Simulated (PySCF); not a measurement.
Species: C6H7ClNO (doublet state).
Numbering: `[CH2:1]=[C:2]([CH2:3]/[CH:4]=[C:5]\[Cl:6])[C:7]([NH2:8])=[O:9]` (hydrogens: H10, H11 on C1; H12, H13 on C3; H14 on C4; H15, H16 on N8)

Geometry (GFN2-xTB, Å), atoms numbered from 1 in this order:
```
atom  x, y, z in Å
C1    -0.5145   -1.8374    1.1338
C2    -0.4039   -0.6062    0.6421
C3     0.8931    0.1440    0.6405
C4     1.5951   -0.0102   -0.7110
C5     2.0065    0.9570   -1.4748
Cl6    1.9804    2.6200   -1.4236
C7    -1.6259    0.0312    0.0568
N8    -1.4026    1.0812   -0.7706
O9    -2.7470   -0.3504    0.3219
H10   -1.4648   -2.3430    1.1135
H11    0.3181   -2.3626    1.5712
H12    1.5547   -0.2784    1.4000
H13    0.7405    1.2025    0.8533
H14    1.7541   -1.0337   -1.0171
H15   -0.4888    1.3039   -1.1229
H16   -2.2026    1.4910   -1.2244
```

The hyperfine couplings belong to this conformer and change with its torsions.

Theory: PySCF 2.14.0, UKS B3LYP, pcH-1 on C Cl H N O, non-relativistic, mean-field spin-orbit, GIAO. Geometry: GFN2-xTB, one conformer, isolated molecule. The geometry wasn't refined by DFT: couplings that depend on bond lengths, twists or pyramidal angles can differ widely from those at the functional's own minimum. The frame is twisted about the C2–C7 bond at this geometry (dihedral C3–C2–C7–N8 = 18°); couplings at other torsion angles weren't computed. The SCF solution wasn't tested for stability.

Computed for the main isotopes (class means, splittings of 0.05 mT or more): g = 2.0042; H14 1H +68.0 MHz (2.42 mT); Cl6 35Cl +37.7 MHz (1.35 mT); H12/H13 1H -7.8 MHz (0.28 mT); 24 first-order lines, 7.02 mT wide.

(1) What changes when 1H at H12/H13 is replaced by 2H at both sites?

(2) What changes when 35Cl at Cl6 is replaced by 37Cl?

(3) Where do the 13C satellites of C5 appear, and how strong are they?

(4) Where do the 13C satellites of C3 appear, and how strong are they?

Answers

(1) Only the nuclear moment changes in this model. The ratio of g factors is 0.85744/5.58569 = 0.1535, so a goes from -7.8 to -1.2 MHz (0.043 mT). The spin goes from 1/2 to 1, so the 1:2:1 triplet becomes a 1:2:3:2:1 quintet. The spectrum then has 40 first-order lines over 6.63 mT, counting the new splitting although it is under 0.05 mT.

(2) The spin density stays the same (vibrational effects aside), so a scales with the nuclear g factor: 0.45608/0.54792 = 0.8324, so a goes from +37.7 to +31.4 MHz (1.120 mT). Both isotopes have I = 3/2, so the 1:1:1:1 quartet keeps its form. The spectrum then has 24 first-order lines over 6.34 mT.

(3) a = +467.2 MHz, or 16.66 mT in magnitude, and I = 1/2, so to first order each main line has two satellites, at ±8.33 mT. The isotope's abundance is about 1.07 %, shared among 2 lines, so each has 0.54 % of the main line's intensity. At 340 mT second-order shifts move them to lower field by up to 0.20 mT.

(4) a = +47.0 MHz, or 1.68 mT in magnitude, and I = 1/2, so to first order each main line has two satellites, at ±0.84 mT. The isotope's abundance is about 1.07 %, shared among 2 lines, so each has 0.54 % of the main line's intensity.

Class means assume fast exchange of nuclei equivalent by connectivity; if that motion is slow, each nucleus keeps its own coupling. H15 and H16 aren't averaged: N8 is flat or nearly so (angle sum 358°), and its turn about the short N8–C7 bond (1.36 Å) is taken as slow.

Main isotope only: 35Cl (natural samples also hold 24 % 37Cl, magnetic too, which adds its own pattern).

The run took 2.0 min of wall time (with the writing of density and orbital grids) on one thread of an Arm Neoverse V1, shared host with 32 logical CPUs at a one-minute load of 10, and the process peaked at 1.2 GiB of memory.
